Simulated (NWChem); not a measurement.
Molecule: C2H4BFO; SMILES CB(C=O)F

```xyz
9

C     -1.3069     1.1623     0.1288
B      0.0298     0.5195    -0.3261
F      1.0314     1.2531    -0.7968
C      0.2866    -1.0744    -0.2886
O     -0.5048    -1.8307     0.2272
H     -1.8959     0.4730     0.7494
H     -1.9038     1.3802    -0.7767
H     -1.1598     2.1236     0.6441
H      1.2300    -1.4817    -0.7492
```
Atoms are numbered in this order, from 1.

Level: PBE0/def2-SVP (NWChem), optimised geometry, unscaled harmonic frequencies. 

| frequency (cm⁻¹) | IR intensity (km/mol) |
|---|---|
| 57 | 8.3 |
| 85 | 5.1 |
| 193 | 10.7 |
| 361 | 11.0 |
| 389 | 5.1 |
| 498 | 5.8 |
| 719 | 13.6 |
| 737 | 9.7 |
| 859 | 12.6 |
| 980 | 21.5 |
| 1168 | 57.4 |
| 1290 | 119.5 |
| 1369 | 93.2 |
| 1407 | 71.0 |
| 1423 | 22.2 |
| 1443 | 98.5 |
| 1835 | 52.2 |
| 2866 | 148.4 |
| 3048 | 2.1 |
| 3138 | 1.9 |
| 3190 | 0.7 |

- zero-point energy = 38.7 kcal/mol
- thermal correction to the enthalpy at 298.15 K (with zero-point energy) = 43.2 kcal/mol
- heat capacity Cv = 19.4 cal/(mol K)
- entropy at 298.15 K and 1 atm (symmetry number 1) = 78.8 cal/(mol K)
- dipole moment = 1.41 D

Rigid rotor and harmonic oscillator; modes under 100 cm⁻¹ make the entropy uncertain.
